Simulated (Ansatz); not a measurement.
`[OH][Ge][N]([SiH3])[SiH3]` + H–F → `[F][Ge][N]([SiH3])[SiH3]` + H₂O at 700 K and 1 bar (ligand exchange at a Ge–O bond).

Calculated with Ansatz (gas phase, PBE0-D4/def2-TZVP geometries, no zero-point term in ΔE). CCSD(T)/CBS adds triple-zeta CCSD(T) − MP2 to the extrapolated MP2 energy (def2 sets, frozen cores). This one scheme is used for every species. For Ge outer-core shells are correlated without core-valence functions, which leaves a few kJ/mol of doubt a bond. Scalar relativity is left out up to krypton. One conformer a species, not always the lowest.

```json
{"species": "`[OH][Ge][N]([SiH3])[SiH3]`", "CCSD(T)/CBS energy (Eh)": "-2788.43656", "H − E (kJ/mol)": "282.2", "S (J/(mol·K))": "544.3"}
{"species": "H–F", "CCSD(T)/CBS energy (Eh)": "-100.39570", "H − E (kJ/mol)": "45.2", "S (J/(mol·K))": "198.5"}
{"species": "`[F][Ge][N]([SiH3])[SiH3]`", "CCSD(T)/CBS energy (Eh)": "-2812.46809", "H − E (kJ/mol)": "246.4", "S (J/(mol·K))": "524.3"}
{"species": "H₂O", "CCSD(T)/CBS energy (Eh)": "-76.37941", "H − E (kJ/mol)": "80.5", "S (J/(mol·K))": "218.4"}
```

H − E and S are ideal-gas, rigid-rotor, harmonic terms from PBE0-D4/def2-TZVP, for one conformer and one mirror image of each species. 1 Eh = 2625.50 kJ/mol, R = 8.31446 J/(mol·K).

**Question.** By hand: ΔE, ΔH, ΔS and ΔG.

**Answer.** ΔE = (-2812.46809) + (-76.37941) − (-2788.43656) − (-100.39570) = -0.01524 Eh = -40.0 kJ/mol. Δ(H − E) = 246.4 + 80.5 − 282.2 − 45.2 = -0.5, so ΔH = -40.5 kJ/mol. ΔS = 524.3 + 218.4 − 544.3 − 198.5 = -0.1 J/(mol·K). ΔG = -40.5 − 700 × (-0.1)/1000 = -40.4 kJ/mol.

**Question.** By hand: the equilibrium constant, and the temperature at which ΔG would vanish if ΔH and ΔS stayed fixed.

**Answer.** log₁₀ K = −ΔG/(RT ln 10) = 3.0. ΔG = 0 at ΔH/ΔS = 405000 K, far beyond where these terms or the molecules hold.

The number of gas molecules stays the same, so ΔS is small and ΔH decides. A doubt of 5 kJ/mol in ΔE shifts log₁₀ K by 0.4 here. Other conformers and mirror images would add mixing entropy, several J/(mol·K) or more a flexible species. Modes under 60 cm⁻¹, often nearly free rotors, make the harmonic entropy too high. These are equilibria of isolated gas molecules and say nothing of rates. Largest T1 diagnostic: 0.014 (customary marks: 0.02 for closed shells, 0.045 for open ones).
